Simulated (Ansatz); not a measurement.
```xyz
10

C     1.225    1.011    0.115
O     0.303    0.541   -0.842
Ge   -1.180   -0.254   -0.283
S    -0.709   -2.048    0.936
H     0.788    1.784    0.760
H     2.069    1.450   -0.421
H     1.601    0.201    0.751
H    -1.954    0.678    0.665
H    -1.915   -0.617   -1.575
H    -0.227   -2.745   -0.106
```

Total charge 0; spin multiplicity 1.

Q: List the PBE/def2-TZVPP orbital energies in eV (Ansatz). (Estimate.)

A: Computed: Occupied: -10805.17, -2395.83, -1338.47, -1191.90, -1191.88, -1191.87, -510.26, -270.01, -208.78, -163.12, -154.93, -154.85, -154.70, -114.60, -114.55, -114.51, -30.53, -30.40, -30.36, -30.32, -30.32, -24.87, -18.20, -16.66, -13.66, -11.07, -10.88, -10.83, -9.88, -8.67, -8.23, -7.23, -6.42, -6.31. Lowest empty: -0.77, -0.42, -0.30, 0.58, 1.04, 1.31, 2.37, 2.72.
